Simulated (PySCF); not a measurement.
C3H7NOSi, SMILES [SiH2]1NCC=CO1.

Geometry: PBE-D3(BJ)/def2-SVP. The structure was generated by enumeration, and PubChem lists no compound with its InChIKey, so it may never have been made. Other conformers were not sampled.

Method: PBE-D3(BJ)/def2-SVP run with PySCF.

Frequencies are harmonic and unscaled.

Task: List the normal modes with their intensities. (The exact figures need the calculation; the answer reports its results.)

Result: 
```tsv
mode	ν (cm⁻¹)	IR (km/mol)	moving atoms (share of kinetic energy)
1	98	0.3	O 35 %, H 31 %, C 24 %, Si 9 %
2	143	5.0	N 41 %, H 34 %, C 16 %, Si 8 %
3	270	90.5	H 88 %
4	379	6.5	Si 27 %, O 27 %, C 23 %, N 12 %, H 10 %
5	420	3.2	C 52 %, H 37 %, O 10 %
6	449	8.9	C 41 %, N 29 %, H 14 %, O 10 %
7	639	2.9	H 84 %
8	653	68.5	H 70 %, Si 19 %
9	709	44.8	H 57 %, C 17 %, O 14 %, Si 11 %
10	740	14.1	O 29 %, H 29 %, Si 18 %, C 15 %, N 8 %
11	766	2.8	H 44 %, N 23 %, Si 13 %, C 12 %, O 8 %
12	850	70.6	C 47 %, H 29 %, O 11 %
13	871	141.1	H 40 %, C 24 %, Si 15 %, N 13 %
14	892	11.7	C 50 %, H 37 %, N 8 %
15	911	1.4	H 75 %, C 25 %
16	955	131.8	H 91 %
17	974	22.5	H 60 %, C 37 %
18	1048	22.6	H 43 %, C 24 %, O 22 %, N 11 %
19	1134	40.0	H 71 %, C 16 %, N 10 %
20	1190	5.3	H 92 %
21	1255	233.6	H 49 %, C 23 %, O 21 %
22	1271	33.6	H 54 %, C 28 %, N 17 %
23	1346	23.3	H 75 %, C 17 %
24	1389	8.5	H 57 %, C 36 %
25	1433	9.6	H 91 %
26	1674	99.5	C 92 %
27	2139	165.8	H 97 %
28	2196	133.2	H 97 %
29	2855	92.3	H 93 %
30	2919	41.8	H 92 %
31	3096	15.8	H 92 %, C 8 %
32	3131	9.3	H 91 %, C 9 %
33	3551	21.9	H 93 %
```
